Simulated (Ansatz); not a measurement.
Consider the atomization: `[CH3][SbH][CH2]O` → 2 C• + 7 H• + O• + Sb•.

Gas-phase electronic energies from Ansatz, PBE0-D4/def2-TZVP geometries. CCSD(T)/CBS is the MP2 limit (def2-TZVPP, def2-QZVPP) plus CCSD(T) − MP2 in def2-TZVPP, frozen cores. This one scheme is used for every species, atoms too. Functionals use def2-TZVPP. B3LYP here is the variant with VWN-RPA as its local correlation; programs differ in this. No spin–orbit coupling; open shells (•) take unrestricted orbitals. Spin–orbit coupling would lower the free atoms: a little for C, O. def2 core potentials past Kr. For Sb outer-core shells are correlated without core-valence functions, so the limit isn't a true one: a few kJ/mol of doubt a bond, and 10 to 20 or more in all where bonds break to atoms. Each species was taken in one conformer, which may not be the lowest.

| level | ΔE (eV) | difference from CCSD(T)/CBS |
| --- | --- | --- |
| PBE-D4 | 39.21 | 0.61 |
| r2SCAN-D4 | 38.42 | -0.18 |
| PBE0-D4 | 38.40 | -0.20 |
| B3LYP-D4 | 38.58 | -0.02 |
| ωB97X-V | 38.63 | 0.03 |
| ωB97M-V | 38.46 | -0.14 |
| B2PLYP | 38.00 | -0.60 |
| PBE | 38.99 | 0.39 |
| r2SCAN | 38.36 | -0.24 |
| PBE0 | 38.20 | -0.40 |
| B3LYP | 38.21 | -0.39 |
| HF/def2-TZVPP | 26.82 | -11.78 |
| MP2/def2-TZVPP | 37.65 | -0.95 |
| SCS-MP2/def2-TZVPP | 37.68 | -0.92 |
| CCSD/def2-TZVPP | 36.91 | -1.69 |
| CCSD(T)/def2-TZVPP | 37.51 | -1.09 |
| HF/def2-QZVPP | 26.89 | -11.71 |
| MP2/def2-QZVPP | 38.30 | -0.30 |
| SCS-MP2/def2-QZVPP | 38.42 | -0.18 |
| HF/CBS(def2) | 26.90 | -11.70 |
| MP2/CBS(def2) | 38.75 | 0.15 |
| CCSD/CBS(def2) | 38.00 | -0.60 |
| CCSD(T)/CBS | 38.60 | 0 |

Largest T1 diagnostic among the species: 0.013.

From PBE to PBE0 (25 % exact exchange), in def2-TZVPP and without D4, ΔE moves by −0.78 eV: exact exchange takes away binding that semilocal exchange gives to molecules. In def2-TZVPP, CCSD(T) changes the Hartree–Fock value by +10.68 eV (the triples alone add +0.60 eV) and MP2 by +10.83 eV; breaking electron pairs costs correlation energy, which Hartree–Fock lacks. The D4 term adds +0.37 eV with B3LYP and +0.19 eV with PBE0; it sums over pairs of atoms, weighted by their polarisabilities, and B3LYP, whose exchange is more repulsive, gets the larger term.

For atomizations the MP2-based limit and the directly extrapolated one differ by several kJ/mol either way, and by 10 to 25 for some Ge, Se and Sn compounds, so smaller differences from it don't rank the levels.
